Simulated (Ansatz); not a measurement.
System: sum formula H₆BN₂O, net charge 1, singlet state. It need not be the lowest isomer of its formula. 
Structure (B3LYP-D3(BJ)/def2-TZVP (Ansatz, an electronic-structure program) minimum search):
SMILES: [OH2+]B(N)N
```xyz
10

N      0.2239     1.4239    -0.2071
B      0.1394     0.0703     0.0586
N      0.9588    -0.8228     0.7223
O     -1.1231    -0.5858    -0.5019
H     -0.5556     2.0314    -0.4017
H      1.0870     1.9293    -0.0792
H      0.9730    -1.8186     0.5697
H      1.7191    -0.5063     1.3037
H     -1.6281    -0.2072    -1.2392
H     -1.5864    -1.3014    -0.0372
```
Charge +1, spin multiplicity 1.

Total electronic energies in hartree. Correlated levels leave the core frozen unless marked. No spin-orbit coupling. Non-relativistic unless marked X2C. CBS(X,Y): correlation extrapolated as X^-3; Hartree-Fock from the larger set. The bracket is a focal-point correction in the basis named.

| level | program | energy (Eh) |
|---|---|---|
| HF/6-31G | Ansatz | -211.74457 |
| HF/6-31G* | Ansatz | -211.79835 |
| RI-HF/cc-pVTZ | Ansatz | -211.90382 |
| RI-HF/cc-pVQZ | Ansatz | -211.91993 |
| PBE/def2-TZVPD | Ansatz | -212.87049 |
| PBE0-D4/def2-TZVP | Ansatz + dftd4 | -212.88853 |
| BHLYP/def2-TZVPD | Ansatz | -213.01833 |
| r2SCAN0/def2-TZVPD | Ansatz | -212.98766 |
| LC-wPBE-D3(BJ)/def2-TZVPD | Ansatz + dftd3 | -213.00677 |
| wB97X-V/def2-TZVPD | Ansatz | -213.06008 |
| B2GP-PLYP-D3(BJ)/def2-TZVPD | Ansatz + dftd3 | -212.92789 |
| B2PLYP/def2-TZVPD | Ansatz | -212.96516 |
| PBE-QIDH/def2-TZVPD | Ansatz | -212.85430 |
| RPA@PBE/cc-pVQZ | Ansatz | -213.19097 |
| MP2/6-31G* | Ansatz | -212.37614 |
| RI-MP2/CBS(cc-pVTZ,cc-pVQZ) | Ansatz | -212.7779 |
| SCS-MP2/cc-pVQZ | Ansatz | -212.73514 |
| CCSD/6-31G* | Ansatz | -212.40836 |
| CCSD/cc-pVDZ | Ansatz | -212.47482 |
| X2C-CCSD(T)/cc-pVTZ-DK | Ansatz | -212.83560 |
| CCSD(T) with core electrons/cc-pwCVTZ | Ansatz | -212.93421 |
| RI-MP2/CBS(cc-pVTZ,cc-pVQZ)+[CCSD(T)-MP2]/cc-pVTZ | Ansatz | -212.8302 |
| CCSD(T)/CBS(cc-pVTZ,cc-pVQZ) | Ansatz | -212.8228 |

Totals of different functionals don't rank their quality; only differences between species are comparable.
